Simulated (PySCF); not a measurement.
**One molecule, many functionals**

Compound: GeH4S.
SMILES: `[SH][GeH3]`

Linear-response calculations in the def2-SVPD basis (PySCF; singlets by full response, triplets Tamm–Dancoff, core orbitals frozen in the response; HF means time-dependent Hartree–Fock). 'Strongest' is the level of largest summed f among the singlets computed (10 roots, of which the last may lack a degenerate partner); it can jump between rows when another state enters that window. S1 is the lowest singlet of each run and needn't be the same state throughout; f(S1) is that of one state. Isolated species at its PBE0-D3(BJ)/def2-SVP geometry, gas phase. Relativistic effects, spin–orbit coupling among them, are left out although an element past zinc is present.

```
functional                               kind  S1 (eV)  f(S1)  strongest (eV)  T1 (eV)  HOMO (eV)  gap (eV)  ionisation energy, ΔSCF (eV)
       LDA                                LDA     5.05  0.018            7.61     4.68      -6.21      4.85                          9.65
       PBE                                GGA     5.14  0.015            7.42     4.73      -6.14      4.96                          9.52
     B3LYP  global hybrid, 20% exact exchange     5.39  0.017            7.78     4.98      -7.11      6.47                          9.66
      PBE0  global hybrid, 25% exact exchange     5.58  0.018            8.00     5.13      -7.36      7.00                          9.65
 BHandHLYP  global hybrid, 50% exact exchange     5.84  0.014            8.31     5.40      -8.43      8.77                          9.59
 CAM-B3LYP             range-separated hybrid     5.67  0.015            8.11     5.23      -8.66      9.11                          9.71
   LC-wPBE             range-separated hybrid     6.00  0.010            8.61     5.51     -10.07     11.56                          9.78
        HF                       Hartree–Fock     6.38  0.001            9.24     5.82     -10.18     12.13                   not settled
```

Task: What does wB97X-D (range-separated hybrid) give?

Result: S1 (eV) 5.78, f(S1) 0.016, strongest (eV) 8.25, T1 (eV) 5.38, HOMO (eV) -9.20, gap (eV) 10.45, ionisation energy, ΔSCF (eV) 9.76. S1 runs from 5.05 eV (LDA) to 6.38 eV (HF), a spread of 1.33 eV, while the orbital gap spreads over 7.3 eV. Along PBE (0%), B3LYP (20%), PBE0 (25%), BHandHLYP (50%), HF (100%) S1 rises with the share of exact exchange. −ε(HOMO) comes closest to its own ΔSCF ionisation energy with LC-wPBE (+0.29 eV) and misses most with LDA (-3.44 eV). 'Not settled' means that the ion's SCF failed to converge or may have ended in another state than the lowest.

Without π bonds the low states are Rydberg-like; a valence basis with one diffuse set may place them up to an eV too high.
